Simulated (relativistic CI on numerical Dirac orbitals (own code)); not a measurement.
## Energy levels of W34+

Method of calculation: Dirac-Coulomb-Breit CI, KLI orbitals optimised for each configuration, model QED, unscaled Slater integrals (own radial code, finite nucleus).

Configurations in the expansion (outside the closed core [Ar] 3d10): 4s²4p⁶4d⁴, 4s²4p⁶4d³4f, 4s²4p⁵4d⁵, 4s4p⁶4d⁵, 4s4p⁶4d⁴4f, 4s²4p⁶4d³5s, 4s²4p⁶4d³5d, 4s²4p⁶4d³5g, 4p⁶4d⁶, 4p⁵4d⁷, 4s²4p⁶4d²5s², 4s²4p⁶4d4f5s², 4s4p⁶4d²4f5s², 4s²4p⁶4d5s²5d. Double excitations out of closed p, d and f shells are left out; levels of such configurations are missing from the list, as are those of other unlisted configurations, and high levels can miss mixing partners.

The lowest level is 4s²4p⁶4d⁴ ³P0, with 58 % of that term; Hund's rules for 4s²4p⁶4d⁴ give ⁵D with J = 0, of which the calculation keeps J, while another term leads.

| No. | Configuration | Term | J | E (cm⁻¹) | % | Landé g | jj configuration (%) |
| --- | --- | --- | --- | --- | --- | --- | --- |
| 1 | 4s²4p⁶4d⁴ | ³P | 0 | 0 | 58 |  | 4d3/2^4 (97) |
| 2 | 4s²4p⁶4d⁴ | ⁵D | 1 | 114503 | 63 | 1.497 | 4d3/2^3 4d5/2 (98) |
| 3 | 4s²4p⁶4d⁴ | ³F | 4 | 157485 | 29 | 1.087 | 4d3/2^3 4d5/2 (97) |
| 4 | 4s²4p⁶4d⁴ | ⁵D | 2 | 158046 | 49 | 1.270 | 4d3/2^3 4d5/2 (85) |
| 5 | 4s²4p⁶4d⁴ | ³F | 3 | 170988 | 28 | 1.172 | 4d3/2^3 4d5/2 (89) |
| 6 | 4s²4p⁶4d⁴ | ⁵D | 0 | 259270 | 64 |  | 4d3/2^2 4d5/2^2 (96) |
| 7 | 4s²4p⁶4d⁴ | ⁵D | 2 | 267164 | 40 | 1.187 | 4d3/2^2 4d5/2^2 (88) |
| 8 | 4s²4p⁶4d⁴ | ³H | 4 | 270506 | 40 | 1.156 | 4d3/2^2 4d5/2^2 (96) |
| 9 | 4s²4p⁶4d⁴ | ⁵D | 3 | 275552 | 46 | 1.139 | 4d3/2^2 4d5/2^2 (87) |
| 10 | 4s²4p⁶4d⁴ | ³H | 5 | 292237 | 68 | 1.083 | 4d3/2^2 4d5/2^2 (100) |
| 11 | 4s²4p⁶4d⁴ | ³P | 1 | 301532 | 45 | 1.130 | 4d3/2^2 4d5/2^2 (93) |
| 12 | 4s²4p⁶4d⁴ | ³H | 6 | 304076 | 51 | 1.080 | 4d3/2^2 4d5/2^2 (99) |
| 13 | 4s²4p⁶4d⁴ | ³F | 3 | 317352 | 44 | 1.100 | 4d3/2^2 4d5/2^2 (95) |
| 14 | 4s²4p⁶4d⁴ | ³G | 4 | 318137 | 58 | 1.032 | 4d3/2^2 4d5/2^2 (97) |
| 15 | 4s²4p⁶4d⁴ | ³D | 2 | 321932 | 34 | 1.095 | 4d3/2^2 4d5/2^2 (95) |
| 16 | 4s²4p⁶4d⁴ | ³F | 2 | 362699 | 46 | 1.003 | 4d3/2^2 4d5/2^2 (93) |
| 17 | 4s²4p⁶4d⁴ | ³F | 4 | 375319 | 63 | 1.215 | 4d3/2^2 4d5/2^2 (85) |
| 18 | 4s²4p⁶4d⁴ | ³P | 2 | 413092 | 41 | 1.185 | 4d3/2^2 4d5/2^2 (88) |
| 19 | 4s²4p⁶4d⁴ | ¹G | 4 | 421700 | 28 | 1.130 | 4d3/2 4d5/2^3 (83) |
| 20 | 4s²4p⁶4d⁴ | ³F | 3 | 422170 | 45 | 1.167 | 4d3/2 4d5/2^3 (95) |
| 21 | 4s²4p⁶4d⁴ | ³D | 1 | 437951 | 57 | 0.928 | 4d3/2 4d5/2^3 (95) |
| 22 | 4s²4p⁶4d⁴ | ³G | 5 | 442157 | 68 | 1.143 | 4d3/2 4d5/2^3 (100) |
| 23 | 4s²4p⁶4d⁴ | ¹I | 6 | 447079 | 51 | 1.078 | 4d3/2 4d5/2^3 (99) |
| 24 | 4s²4p⁶4d⁴ | ³P | 0 | 448202 | 62 |  | 4d3/2^2 4d5/2^2 (51) |
| 25 | 4s²4p⁶4d⁴ | ³F | 2 | 468799 | 50 | 1.055 | 4d3/2 4d5/2^3 (89) |
| 26 | 4s²4p⁶4d⁴ | ¹F | 3 | 475217 | 36 | 1.089 | 4d3/2 4d5/2^3 (97) |
| 27 | 4s²4p⁶4d⁴ | ¹S | 0 | 508578 | 74 |  | 4d3/2 4d5/2^3 (43) |
| 28 | 4s²4p⁶4d⁴ | ³P | 1 | 521007 | 91 | 1.432 | 4d3/2 4d5/2^3 (98) |
| 29 | 4s²4p⁶4d⁴ | ³F | 3 | 521024 | 66 | 1.061 | 4d3/2 4d5/2^3 (99) |
| 30 | 4s²4p⁶4d⁴ | ¹G | 4 | 527483 | 71 | 1.043 | 4d3/2 4d5/2^3 (94) |

Energies count from the lowest computed level. Filled j subshells are mostly left out of the jj labels.

The mean weight of the leading LS term, summed over parents, in these 30 levels is 52 %, and that of the leading jj configuration (from the same eigenvectors) 91 %, so jj coupling describes them better and the LS labels are nominal.

At this charge energies of transitions that change n are usually good to better than 1 %, and those within a shell (Δn = 0) to a few per cent. Terms inside the open d or f shell come out 10 to 20 % too wide with unscaled integrals.

LS names give the leading component of a level, which can be under half, so a name can repeat, a term be missing and a line seem to break the LS rules.
